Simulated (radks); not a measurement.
The numbers below are computed, except where a source is named.
Problem. Rb, 37 electrons, occupied as [Kr] 5d1 (not the ground configuration). Code: a radial shooting solver on a logarithmic mesh with Libxc functionals. Model: Dirac Kohn-Sham, PBEsol, spin-unpolarised, spherical densities, point nucleus; open shells fill j = l - 1/2 first. Some entries of the table are withheld. Estimate them.

| orbital | occ. | eigenvalue (eV) | <r^2> (bohr^2) | <1/r> (bohr^-1) |
|---|---|---|---|---|
| 1s1/2 | 2 | -15020.55 | 0.002189 | 37.86 |
| 2s1/2 | 2 | -2009.070 | 0.03727 | (1) |
| 2p1/2 | 2 | -1822.899 | 0.02848 | 8.470 |
| 2p3/2 | 4 | -1762.183 | 0.02990 | 8.158 |
| 3s1/2 | 2 | -300.6496 | 0.2999 | 2.822 |
| 3p1/2 | 2 | -233.9782 | 0.3066 | 2.710 |
| 3p3/2 | 4 | -224.8494 | 0.3191 | 2.635 |
| 3d3/2 | 4 | (2) | 0.3357 | 2.402 |
| 3d5/2 | 6 | (3) | 0.3405 | 2.382 |
| 4s1/2 | 2 | (4) | 2.412 | 0.9231 |
| 4p1/2 | 2 | -19.7555 | 3.316 | (5) |
| 4p3/2 | 4 | -18.8655 | 3.466 | (6) |
| 5d3/2 | 1 | -0.6443 | 236.2 | (7) |
| 5d5/2 | 0 | -0.6403 | 236.8 | (8) |

Solution. 
(1) 2s1/2 <1/r> (bohr^-1): 8.498
(2) 3d3/2 eigenvalue (eV): -108.0943
(3) 3d5/2 eigenvalue (eV): -106.5441
(4) 4s1/2 eigenvalue (eV): -35.0993
(5) 4p1/2 <1/r> (bohr^-1): 0.7855
(6) 4p3/2 <1/r> (bohr^-1): 0.7660
(7) 5d3/2 <1/r> (bohr^-1): 0.1013
(8) 5d5/2 <1/r> (bohr^-1): 0.1022
